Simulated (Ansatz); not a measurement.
Coupled-cluster run, CH4AlFSi, SMILES `F[SiH]1[CH2][AlH]1`.

```yaml
crystal:
  periodic: [false, false, false]
  atoms:
    - {symbol: F, position_ang: [-2.042212, 0.960281, 1.032356]}
    - {symbol: Si, position_ang: [-0.502072, 0.529335, 0.880853]}
    - {symbol: C, position_ang: [0.233868, 0.286993, -0.819212]}
    - {symbol: Al, position_ang: [0.603216, -1.381556, 0.164207]}
    - {symbol: H, position_ang: [0.296561, 1.500425, 1.674081]}
    - {symbol: H, position_ang: [-0.509773, -0.206764, -1.478929]}
    - {symbol: H, position_ang: [0.753963, 1.049424, -1.396298]}
    - {symbol: H, position_ang: [1.258751, -2.795238, -0.112957]}
basis:
  gaussian: {orbitals: def2-SVP}
correlation: {method: ccsd_t}
```

```sh
$ ansatz run in.yaml --threads 2 --pin off --events-out ev --progress --plain --max-ram 4352MiB
```

The program prints (abridged):

```
Functional definition: HF
806 factors; integrals over basis functions are off by at most 1.2e-3 eV
mean field evaluation 1: about -18233.8278 eV, gradient 3.4e1 eV
mean field evaluation 2: about -18233.8309 eV, gradient 3.4e1 eV
mean field evaluation 4: about -18236.8948 eV, gradient 2.7e0 eV
mean field evaluation 8: about -18236.9382 eV, gradient 2.5e-1 eV
mean field evaluation 16: about -18236.8909 eV, gradient 2.7e0 eV
mean field -18236.93858803 eV, -670.1951316692 hartree, gradient 1.4e-6 eV, S^2 0.000000; 0 other end points of the search recorded, 0 dependent functions left out
12 core orbitals not correlated: weight in the atoms' cores, before any rotation towards them, 1.000 or more for the frozen orbitals, at most 0.000 for the correlated occupied ones
reference -18236.93858803 eV, -670.1951316692 hartree; 11, 11 occupied and 61, 61 virtual orbitals, 806 factors
second order -13.01918066 eV of doubles, -0.00000000 eV of singles
cycle   1  -13.58577558 eV  change   -5.7e-1 eV  update   9.4e-2
cycle   2  -13.96265806 eV  change   -3.8e-1 eV  update   3.0e-2
cycle   3  -14.05586701 eV  change   -9.3e-2 eV  update   1.6e-2
cycle   4  -14.05337642 eV  change    2.5e-3 eV  update   3.9e-3
cycle   5  -14.05140612 eV  change    2.0e-3 eV  update   1.8e-3
cycle   6  -14.05145807 eV  change   -5.2e-5 eV  update   7.4e-4
cycle   7  -14.05142287 eV  change    3.5e-5 eV  update   3.7e-4
cycle   8  -14.05137168 eV  change    5.1e-5 eV  update   1.7e-4
cycle   9  -14.05140722 eV  change   -3.6e-5 eV  update   8.1e-5
cycle  10  -14.05142057 eV  change   -1.3e-5 eV  update   3.3e-5
cycle  11  -14.05141103 eV  change    9.5e-6 eV  update   1.5e-5
perturbative correction -0.37990804 eV, -0.0139613629 hartree
Total energy: -18251.36990709 eV, -670.7254728628 hartree
```

It took 2.2 s on 2 threads of an Arm Neoverse V2 on a shared host, with 0.23 GiB of host memory at the peak.

The correlation energy is -14.431 eV, 2.6 % of it from (T); the T1 diagnostic reads 0.0133.
